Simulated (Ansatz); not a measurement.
`[CH3][Zr]([OH])([F])[F]` + H₂S → `[OH][Zr]([F])([F])[SH]` + CH₄ at 500 K and 1 bar (ligand exchange at a Zr–C bond).

Gas-phase electronic energies from Ansatz, PBE0-D4/def2-TZVP geometries. CCSD(T)/CBS is the MP2 limit (def2-TZVPP, def2-QZVPP) plus CCSD(T) − MP2 in def2-TZVPP, frozen cores. This one scheme is used for every species. Elements past krypton have def2 core potentials. For Zr outer-core shells are correlated without core-valence functions, which leaves a few kJ/mol of doubt a bond. Each species was taken in one conformer, which may not be the lowest.

```tsv
species	CCSD(T)/CBS energy (Eh)	H − E (kJ/mol)	S (J/(mol·K))
`[CH3][Zr]([OH])([F])[F]`	-362.44165	185.9	453.0
H₂S	-398.97279	57.0	224.0
`[OH][Zr]([F])([F])[SH]`	-721.00451	116.4	453.3
CH₄	-40.46206	135.6	206.8
```

H − E and S are ideal-gas, rigid-rotor, harmonic terms from PBE0-D4/def2-TZVP, for one conformer and one mirror image of each species. 1 Eh = 2625.50 kJ/mol, R = 8.31446 J/(mol·K).

By hand: ΔE, ΔH, ΔS and ΔG.

ΔE = (-721.00451) + (-40.46206) − (-362.44165) − (-398.97279) = -0.05213 Eh = -136.9 kJ/mol. Δ(H − E) = 116.4 + 135.6 − 185.9 − 57.0 = 9.1, so ΔH = -127.8 kJ/mol. ΔS = 453.3 + 206.8 − 453.0 − 224.0 = -16.9 J/(mol·K). ΔG = -127.8 − 500 × (-16.9)/1000 = -119.3 kJ/mol.

By hand: the equilibrium constant, and the temperature at which ΔG would vanish if ΔH and ΔS stayed fixed.

log₁₀ K = −ΔG/(RT ln 10) = 12.5. ΔG = 0 at ΔH/ΔS = 7562 K, far beyond where these terms or the molecules hold.

ΔH outweighs TΔS. A doubt of 5 kJ/mol in ΔE shifts log₁₀ K by 0.5 here. Other conformers and mirror images would add mixing entropy, several J/(mol·K) or more a flexible species. These are equilibria of isolated gas molecules and say nothing of rates. Largest T1 diagnostic: 0.017 (customary marks: 0.02 for closed shells, 0.045 for open ones).
